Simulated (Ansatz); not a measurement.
Species: C3H9Ge, charge 0, multiplicity 2. It need not be the lowest isomer of its formula. 
Structure (B3LYP-D3(BJ)/def2-TZVP (Ansatz, a program for electronic structure) minimum search):
```
Ge
H 1 1.5471
C 1 1.9341 2 108.65
H 3 1.0836 1 122.68 2 -31.66
H 3 1.0843 4 115.30 1 178.19
C 1 1.9674 2 110.23 3 120.08
H 6 1.0896 1 110.71 2 -58.74
H 6 1.0902 7 108.68 1 -121.43
H 6 1.0907 7 108.60 8 -117.83
C 1 1.9740 2 108.57 3 -120.22
H 10 1.0895 1 110.57 2 60.03
H 10 1.0902 11 108.66 1 -120.80
H 10 1.0906 11 108.79 12 -118.32
```
Charge 0, spin multiplicity 2.

Basis-set convergence of Hartree-Fock and MP2 correlation energies (hartree) with Ansatz. Valence correlation only, unless marked. Open shells are spin-unrestricted. No spin-orbit coupling. Frozen are the shells of the preceding noble gas and the d and f shells that filled before the atom's block. No relativistic terms.

| basis | functions | E(HF) | E(corr, MP2) |
|---|---|---|---|
| aug-cc-pVDZ | 186 | -2194.15447 | -0.53097 |
| aug-cc-pVTZ | 404 | [?] | [?] |

Task: Complete the blanks.

Result: 
- aug-cc-pVTZ, E(HF): -2194.26099
- aug-cc-pVTZ, E(corr, MP2): -0.63606
